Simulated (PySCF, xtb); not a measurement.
CH₃OS, SMILES C[S]=O (connectivity only; charge and spin as stated), charge -1, multiplicity 1.

Harmonic wavenumbers (cm⁻¹) from GFN2-xTB (xtb 6.7.1) at its own minimum, in rising order: 134, 281, 618, 855, 863, 950, 1265, 1468, 1491, 2954, 2970, 3007.

Q: What does B3LYP-D3(BJ)/def2-SVPD (PySCF) give at its own minimum? (An estimate is asked for; the answer gives what the named calculation found.)

A: 211, 286, 632, 836, 905, 922, 1247, 1390, 1439, 2955, 3024, 3055. Paired by order, the mean absolute difference is 36 cm⁻¹ and the zero-point energies are 24.1 and 24.2 kcal/mol.
